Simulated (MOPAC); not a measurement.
A run for MOPAC: PM7 on fluoroethane (SMILES CCF), a point of a torsion scan.

```
PM7 1SCF PRECISE CHARGE=0 THREADS=1
C2H5F

C      0.77986261 1     0.07737951 1     0.04020607 1
C     -0.72067203 1    -0.17062285 1    -0.05708540 1
F     -1.24548620 1    -0.43293775 1     1.18785186 1
H      1.14976577 1    -0.35039120 1     0.96886934 1
H      1.30157476 1    -0.37480231 1    -0.79674923 1
H      1.00070144 1     1.14175077 1     0.05810639 1
H     -0.94495622 1    -1.05475269 1    -0.66324446 1
H     -1.26601686 1     0.69205088 1    -0.45011623 1
```

It printed:

```
*******************************************************************************
 **                                                                           **
 **                              MOPAC v23.2.5                                **
 **                                                                           **
 *******************************************************************************
 ** MOPAC's Digital Object Identifier: https://doi.org/10.5281/zenodo.6511958 **
 **                                                                           **
 ** Please cite the open-source release paper for use of this MOPAC version:  **
 ** J. E. Moussa and J. J. P. Stewart (2026)                                  **
 ** MOPAC: An open-source semiempirical molecular orbital program             **
 ** J. Open Source Softw., 11(119), 8025, https://doi.org/10.21105/joss.08025 **
 *******************************************************************************

                              PM7 CALCULATION RESULTS

 *******************************************************************************
 *  PM7        - The PM7 Hamiltonian to be used
 *
 *
 *
 *                 CHARGE ON SYSTEM = 0
 *
 *
 *
 *  PRECISE    - TIGHTER CRITERIA TO BE USED
 *  1SCF       - DO 1 SCF AND THEN STOP
 *  THREADS=1  - MULTI-THREADING NOT USED
 *  T=         - A TIME OF 172800.0 SECONDS REQUESTED
 *  DUMP=N     - RESTART FILE WRITTEN EVERY 7200.0 SECONDS REQUESTED
 *******************************************************************************
PM7 1SCF PRECISE CHARGE=0 THREADS=1
 C2H5F

   ATOM   CHEMICAL          X               Y               Z
  NUMBER   SYMBOL      (ANGSTROMS)     (ANGSTROMS)     (ANGSTROMS)

     1       C          0.77986261  *   0.07737951  *   0.04020607  *
     2       C         -0.72067203  *  -0.17062285  *  -0.05708540  *
     3       F         -1.24548620  *  -0.43293775  *   1.18785186  *
     4       H          1.14976577  *  -0.35039120  *   0.96886934  *
     5       H          1.30157476  *  -0.37480231  *  -0.79674923  *
     6       H          1.00070144  *   1.14175077  *   0.05810639  *
     7       H         -0.94495622  *  -1.05475269  *  -0.66324446  *
     8       H         -1.26601686  *   0.69205088  *  -0.45011623  *



          CARTESIAN COORDINATES

    NO.       ATOM           X           Y           Z

     1         C          0.7799      0.0774      0.0402
     2         C         -0.7207     -0.1706     -0.0571
     3         F         -1.2455     -0.4329      1.1879
     4         H          1.1498     -0.3504      0.9689
     5         H          1.3016     -0.3748     -0.7967
     6         H          1.0007      1.1418      0.0581
     7         H         -0.9450     -1.0548     -0.6632
     8         H         -1.2660      0.6921     -0.4501

 General Reference for PM7:
 "Optimization of Parameters for Semiempirical Methods VI: More Modifications to the
 NDDO Approximations and Re-optimization of Parameters", J. J. P. Stewart, J. Mol. Mod., 1:32, 19 (2013)
 https://link.springer.com/article/10.1007/s00894-012-1667-x

           Empirical Formula: C2 H5 F  =     8 atoms



      MOLECULAR POINT GROUP   :   C1


      RHF CALCULATION, NO. OF DOUBLY OCCUPIED LEVELS = 10


 -------------------------------------------------------------------------------
 PM7 1SCF PRECISE CHARGE=0 THREADS=1
 C2H5F



     1SCF WAS SPECIFIED, SO BFGS WAS NOT USED
     SCF FIELD WAS ACHIEVED


                              PM7 CALCULATION
                                                       MOPAC v23.2.5 Linux




          FINAL HEAT OF FORMATION =        -57.54377 KCAL/MOL =    -240.76313 KJ/MOL


          COSMO AREA              =         85.08 SQUARE ANGSTROMS
          COSMO VOLUME            =         66.70 CUBIC ANGSTROMS

          IONIZATION POTENTIAL    =         12.241395 EV
          HOMO LUMO ENERGIES (EV) =        -12.241  3.117
          NO. OF FILLED LEVELS    =         10
          MOLECULAR WEIGHT        =         48.0599         POINT GROUP:  C1

          MOLECULAR DIMENSIONS (Angstroms)

            Atom       Atom       Distance
            H     5    F     3     3.22948
            H     8    H     4     2.81193
            H     7    H     6     2.68150


          SCF CALCULATIONS        =          1





   ATOM   CHEMICAL          X               Y               Z
  NUMBER   SYMBOL      (ANGSTROMS)     (ANGSTROMS)     (ANGSTROMS)

     1       C          0.77986261  *   0.07737951  *   0.04020607  *
     2       C         -0.72067203  *  -0.17062285  *  -0.05708540  *
     3       F         -1.24548620  *  -0.43293775  *   1.18785186  *
     4       H          1.14976577  *  -0.35039120  *   0.96886934  *
     5       H          1.30157476  *  -0.37480231  *  -0.79674923  *
     6       H          1.00070144  *   1.14175077  *   0.05810639  *
     7       H         -0.94495622  *  -1.05475269  *  -0.66324446  *
     8       H         -1.26601686  *   0.69205088  *  -0.45011623  *

                             CARTESIAN COORDINATES

   1    C        0.779862610     0.077379510     0.040206070
   2    C       -0.720672030    -0.170622850    -0.057085400
   3    F       -1.245486200    -0.432937750     1.187851860
   4    H        1.149765770    -0.350391200     0.968869340
   5    H        1.301574760    -0.374802310    -0.796749230
   6    H        1.000701440     1.141750770     0.058106390
   7    H       -0.944956220    -1.054752690    -0.663244460
   8    H       -1.266016860     0.692050880    -0.450116230


           Empirical Formula: C2 H5 F  =     8 atoms



      MOLECULAR POINT GROUP   :   C1


                  EIGENVALUES
 -40.10261 -27.40037 -21.83248 -17.11857 -16.70004 -15.82364 -14.60985 -13.54007
 -12.92844 -12.24140   3.11670   3.78720   5.03967   5.47833   5.66573   5.68155
   6.68313


              NET ATOMIC CHARGES AND DIPOLE CONTRIBUTIONS

  ATOM NO.   TYPE          CHARGE      No. of ELECS.   s-Pop       p-Pop
    1          C          -0.476090        4.4761     1.05313     3.42296
    2          C          -0.028649        4.0286     1.09794     2.93071
    3          F          -0.226464        7.2265     1.97156     5.25490
    4          H           0.168729        0.8313     0.83127
    5          H           0.153674        0.8463     0.84633
    6          H           0.153754        0.8462     0.84625
    7          H           0.126949        0.8731     0.87305
    8          H           0.128097        0.8719     0.87190
 DIPOLE           X         Y         Z       TOTAL
 POINT-CHG.     0.947     0.383    -1.818     2.085
 HYBRID        -0.035    -0.033     0.229     0.235
 SUM            0.912     0.349    -1.588     1.864


          ATOMIC ORBITAL ELECTRON POPULATIONS

     Atom    s        px        py        pz
    1  C   1.05313   1.04959   1.18535   1.18802
    2  C   1.09794   0.97295   1.12076   0.83701
    3  F   1.97156   1.87943   1.96645   1.40903
    4  H   0.83127
    5  H   0.84633
    6  H   0.84625
    7  H   0.87305
    8  H   0.87190

 **********************
 *                    *
 * JOB ENDED NORMALLY *
 *                    *
 **********************




 == MOPAC DONE ==
```

The run finished.

Cost: around 0.020 core-seconds (rough).
